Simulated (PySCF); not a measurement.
## `C=NB(N)N`: 4 charge schemes on one density

Species: CH₆BN₃.
Z-matrix (Å and degrees, PBE0-D3(BJ)/def2-SVP geometry), rows numbered from 1:
```
C 
N   1  1.2575
B   2  1.4601  1  125.38
N   3  1.4182  2  118.53  1   -89.81
N   3  1.4184  2  118.56  1    91.14
H   1  1.1118  2  124.31  3    -0.10
H   1  1.1070  2  120.90  3   179.87
H   4  1.0093  3  123.50  2  -170.17
H   4  1.0090  3  121.29  2    -4.16
H   5  1.0092  3  121.19  2     4.93
H   5  1.0094  3  123.46  2   169.63
```

Density: PBE0/pcSseg-1 (PySCF); schemes: Mulliken, IAO, Hirshfeld and ESP-fitted. The structure is a single PBE0-D3(BJ)/def2-SVP conformer in the gas phase; no vibrational or solvent corrections.

Task: Atoms with like bonding are taken together and averaged. Do the Mulliken, IAO, Hirshfeld and ESP-fitted schemes agree on where the charge is highest?

Result: All schemes agree: Mulliken B3 (+0.485); IAO B3 (+0.355); Hirshfeld B3 (+0.187); ESP-fitted B3 (+0.927).

Task: At which atom do the 4 schemes differ most?

Result: At N4/N5: from -1.125 (ESP-fitted) to -0.276 e (Hirshfeld), 0.849 e apart.

Task: Which atoms carry the lowest charge in the Mulliken, IAO, Hirshfeld and ESP-fitted schemes?

Result: All schemes agree: Mulliken N4/N5 (-0.499); IAO N4/N5 (-0.608); Hirshfeld N4/N5 (-0.276); ESP-fitted N4/N5 (-1.125).

Task: Tabulate the Mulliken, IAO, Hirshfeld and ESP-fitted charges.

Result: In e; atoms taken as equivalent share a row and are averaged (×n: the atom named and its like, n in all):

| atom | environment | Mulliken | IAO | Hirshfeld | ESP-fitted |
| --- | --- | --- | --- | --- | --- |
| C1 | C=N carbon | +0.010 | -0.087 | +0.013 | +0.277 |
| N2 | C=N nitrogen | -0.444 | -0.334 | -0.210 | -0.664 |
| B3 | three-coordinate boron | +0.485 | +0.355 | +0.187 | +0.927 |
| N4/N5 | boron-bound nitrogen | -0.499 | -0.608 | -0.276 | -1.125 |
| H6 | hydrogen on a C=N carbon | +0.090 | +0.096 | +0.037 | +0.009 |
| H7 | hydrogen on a C=N carbon | +0.114 | +0.131 | +0.041 | +0.025 |
| H8/H9/H10/H11 | N–H hydrogen | +0.186 | +0.264 | +0.121 | +0.419 |

Mean size of the charges over all atoms: ESP-fitted 0.530 e, IAO 0.297 e, Mulliken 0.262 e, Hirshfeld 0.139 e. Each set sums to the total charge, 0, to within 0.001 e. The Mulliken scheme counts on each atom the diagonal of the density matrix times the overlap matrix over that atom's basis functions.

Task: How many electrons does the Hirshfeld scheme count on N4?

Result: Its own charge is -0.276 e, so Z − q = 7.276.

Task: Sum the charges by element, for elements with more than one atom.

Result: 
```tsv
element	atoms	Mulliken	IAO	Hirshfeld	ESP-fitted
N	3	-1.443	-1.549	-0.763	-2.913
H	6	+0.947	+1.281	+0.563	+1.709
```

Task: How closely do the schemes follow one another over all atoms?

Result: Correlation coefficient and root-mean-square difference: IAO with Hirshfeld 0.99, 0.182 e; Mulliken with Hirshfeld 0.99, 0.156 e; Hirshfeld with ESP-fitted 0.98, 0.488 e; Mulliken with ESP-fitted 0.97, 0.348 e; Mulliken with IAO 0.97, 0.089 e; IAO with ESP-fitted 0.96, 0.333 e.
